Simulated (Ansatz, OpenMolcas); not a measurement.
## Ansatz → OpenMolcas

Ansatz 0.2.0 runs this on triplet GaCl:

molecule.yaml:
```yaml
crystal:
  periodic: [false, false, false]
  atoms:
    - {symbol: Cl, position_ang: [-0.000000, 0.000000, -0.023560]}
    - {symbol: Ga, position_ang: [0.000000, -0.000000, 2.192160]}
basis:
  gaussian:
    orbitals: cc-pVTZ
magnetization:
  spin_polarized: true
  initial_magnetization: 2
hamiltonian:
  xc: hf
accuracy: high
output: {orbitals: {seedname: orbitals}}
```

```bash
$ ansatz run molecule.yaml --threads 1 --pin off --max-ram 3480MiB --events-out events.jsonl --progress --plain --runs-dir runs
```

The shape is that of a PBE0-D4/def2-TZVP optimisation. That shape belongs to the parent species and isn't relaxed for this state.

It gives a total energy of -2382.782788 Eh.

Task: How is this level of theory, on these atoms, set up in OpenMolcas 26.06 as an input file of the program's own?

Result: For example:

mol.inp:
```
>>> EXPORT MOLCAS_PRINT=2

&GATEWAY
 BASLIB
 $CurrDir
 COORD
 2
 angstrom
 Cl       0.000000       0.000000      -0.023560
 Ga       0.000000       0.000000       2.192160
 BASIS
 cc-pVTZ
 GROUP
 NoSym

&SEWARD

&SCF
 UHF
 SPIN
 3
 THRESHOLDS
 1e-10 1e-07 1e-07 1e-05
 PRORBITALS
 1 1
```

```bash
$ export MOLCAS_MEM=1860
$ pymolcas mol.inp > mol.log
```

(Basis files named in the input come from the Basis Set Exchange and aren't shown.)

Its energy is -2382.782788 Eh, the same as the first but for the last digit, at most.
